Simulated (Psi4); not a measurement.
Psi4 input (wB97X-D/6-311+G**):

```
memory 1500 MB

molecule {
1 1
O     0.97013400   -1.28921000   -0.00044800
Si    0.17822700    0.07248800    0.02477500
O    -1.45765800   -0.57902000   -0.21301500
F    -0.00093700    0.82202300    1.37225000
F     0.37819200    1.06820000   -1.14860500
H     1.89554200   -1.45433400   -0.21310200
H    -1.60694300   -1.50242300   -0.48589900
H    -2.27887900   -0.12423900    0.04704000
symmetry c1
no_reorient
no_com
}

set {
  basis 6-311+G**
  reference rks
  scf_type df
  df_basis_scf def2-universal-jkfit
  dft_radial_points 99
  dft_spherical_points 590
  e_convergence 1e-8
  d_convergence 1e-7
  maxiter 150
}

e = energy('wb97x-d')
print_out(f'\nFINAL {e:.10f} DIPOLE {variable("CURRENT DIPOLE")[0]:.6f} {variable("CURRENT DIPOLE")[1]:.6f} {variable("CURRENT DIPOLE")[2]:.6f}\n')
```

From the output:

```
      53A      0.305616    54A      0.317683    55A      0.358374
      56A      0.383874    57A      0.403029    58A      0.418348
      59A      0.461690    60A      0.505479    61A      0.531875
      62A      0.687874    63A      0.774146    64A      0.807005
      65A      0.839504    66A      0.850839    67A      0.884223
      68A      0.938408    69A      0.944010    70A      0.988876
      71A      1.046351    72A      1.085104    73A      1.113416
      74A      1.148585    75A      1.201115    76A      1.210656
      77A      1.245016    78A      1.269405    79A      1.283594
      80A      1.292987    81A      1.320327    82A      1.370427
      83A      1.399270    84A      1.453411    85A      1.493916
      86A      1.637235    87A      1.704361    88A      1.807207
      89A      1.909273    90A      1.949685    91A      1.957196
      92A      1.986007    93A      2.266610    94A      2.412864
      95A      2.433003    96A      2.744469    97A      2.783474
      98A      2.838716    99A      2.884515   100A      2.949158
     101A      3.035895   102A      3.259853   103A      3.479391
     104A      3.575086   105A      3.636197   106A      3.642620
     107A      3.649064   108A      3.654134   109A      3.664710
     110A      3.695641   111A      3.726866   112A      3.768740
     113A      3.816776   114A      4.013113   115A      4.178287
     116A      4.724489   117A      4.857886   118A      4.901978
     119A      5.073822   120A      5.371679   121A      5.410954
     122A      5.695041   123A      6.177931   124A      6.221774
     125A      6.240648   126A      6.266413   127A      6.284980
     128A      6.290339   129A     11.182372   130A     11.380447
     131A     11.423697   132A     49.701155   133A     49.790430
     134A     66.737305   135A     66.738761   136A    141.164884

    Final Occupation by Irrep:
              A
    DOCC [    25 ]
    NA   [    25 ]
    NB   [    25 ]

  @DF-RKS Final Energy:  -641.34921690763019

   => Energetics <=

    Nuclear Repulsion Energy =            280.5504598298153951
    One-Electron Energy =               -1435.7908678702233374
    Two-Electron Energy =                 556.7670270334048155
    DFT Exchange-Correlation Energy =     -42.8738580025678360
    Empirical Dispersion Energy =          -0.0019778980591053
    VV10 Nonlocal Energy =                  0.0000000000000000
    Total Energy =                       -641.3492169076301934

Computation Completed

Properties will be evaluated at   0.000000,   0.000000,   0.000000 [a0]

Properties computed using the SCF density matrix

 Multipole Moments:

 ------------------------------------------------------------------------------------
     Multipole            Electronic (a.u.)      Nuclear  (a.u.)        Total (a.u.)
 ------------------------------------------------------------------------------------

 L = 1.  Multiply by 2.5417464519 to convert [e a0] to [Debye]
 Dipole X            :         -1.2744452            0.0000019           -1.2744433
 Dipole Y            :         -1.4114982            0.0000057           -1.4114926
 Dipole Z            :         -0.4062251           -0.0000189           -0.4062440
 Magnitude           :                                                    1.9446211

 ------------------------------------------------------------------------------------

FINAL -641.3492169076 DIPOLE -1.274443 -1.411493 -0.406244

*** Psi4 exiting successfully. Buy a developer a beer!
```

The dipole moment of an ion depends on the origin.

The geometry given is a B3LYP-D3(BJ)/def2-TZVP minimum.
